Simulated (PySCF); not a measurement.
Molecule: `FC(F)CC=C=S`, C4H4F2S.

Bonds (- single, = double, # triple, : aromatic): F1-C2, C2-F3, C2-C4, C4-C5, C5=C6, C6=S7. C2 carries H8; C4 carries H9, H10; C5 carries H11.

Frames of a GFN2-xTB Langevin trajectory at 400 K; GIAO PBE0/pcSseg-1 shieldings in PySCF 2.14, gas phase, non-relativistic; equivalent atoms averaged within each frame.

Scale: 19F (170.95 ppm) vs CFCl3; TMS for 13C (186.93 ppm), 1H (31.72 ppm); 33S (503.73 ppm) against CS2 (reference shieldings calculated alike). The references are static minima.

Problem. How do the shifts (ppm) fluctuate along the trajectory?

Solution. 
```csv
time (fs),F1/F3,C6,C2,C5,C4,S7,H8,H11,H9/H10
250,-135.0,256.6,120.4,58.3,38.7,352,6.33,4.81,2.18
425,-121.5,268.9,125.8,58.4,37.0,338,7.56,4.44,2.89
625,-130.8,272.0,122.7,67.1,31.4,374,6.97,5.68,2.31
800,-117.1,262.4,127.3,56.0,39.4,345,6.48,4.56,2.38
1000,-129.3,276.1,122.1,67.0,41.9,430,6.91,5.59,3.65
mean of frames,-126.7,267.2,123.7,61.4,37.7,368,6.85,5.02,2.68
standard deviation,7.2,7.7,2.8,5.3,3.9,37,0.48,0.58,0.61
```

5 frames give an uncertainty of the mean of about the standard deviation over 2.2 at best, since frames this close in time may not be independent; classical motion lacks zero-point vibration, and the reference would need the same averaging.
